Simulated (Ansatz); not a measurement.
The cluster Rb₃⁺. The state is a triplet with charge 1. Geometry B3LYP/def2-TZVP; atoms count from 1.

| atom | x (Å) | y (Å) | z (Å) |
| --- | --- | --- | --- |
| Rb1 | -2.696 | 1.507 | 3.831 |
| Rb2 | 1.906 | -1.199 | -4.376 |
| Rb3 | 0.790 | -0.308 | 0.545 |

In the def2 sets Rb takes a core potential; there is no spin–orbit coupling. At PBE0/def2-TZVP a singlet of charge 1 lies 0.44 eV below the triplet, each at its own geometry. The structure comes from a short search, and lower isomers may exist.

Question: Estimate the Mulliken populations from the PBE0/def2-TZVP orbitals of Ansatz.

Answer: 
```json
{"atom": "Rb1", "charge (e)": "0.30", "spin (α − β)": "0.70"}
{"atom": "Rb2", "charge (e)": "0.30", "spin (α − β)": "0.70"}
{"atom": "Rb3", "charge (e)": "0.40", "spin (α − β)": "0.60"}
```
Mulliken values and Mayer orders depend strongly on the basis.

Question: Where does the spin sit?

Answer: Summed by element: Rb 2.00, of 2 unpaired in all. Largest on single atoms: Rb2 0.70, Rb1 0.70, Rb3 0.60.

Question: And the Mayer bond orders between bonded heavy atoms (over 0.3)?

Answer: Rb1–Rb3 0.34 (5.12 Å); Rb2–Rb3 0.34 (5.12 Å).
